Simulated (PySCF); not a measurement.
Li(Me) (CH3Li), SMILES [Li][CH3]. Geometry: PBE-D3(BJ)/def2-TZVPD. The isomer is the one that the SMILES or the coordinates give; other isomers of the formula were not compared.

Question: Give the equilibrium geometry at PBE-D3(BJ)/def2-TZVPD (PySCF confirms it by a frequency run) as Cartesian coordinates in Å, and its point group. (The exact figures need the calculation; the answer reports its results.)

Answer: point group C3v.
```xyz
5

Li     0.0000     0.0000    -1.5867
C      0.0000     0.0000     0.3866
H     -0.8834     0.5100     0.8136
H      0.8834     0.5100     0.8136
H      0.0000    -1.0201     0.8136
```
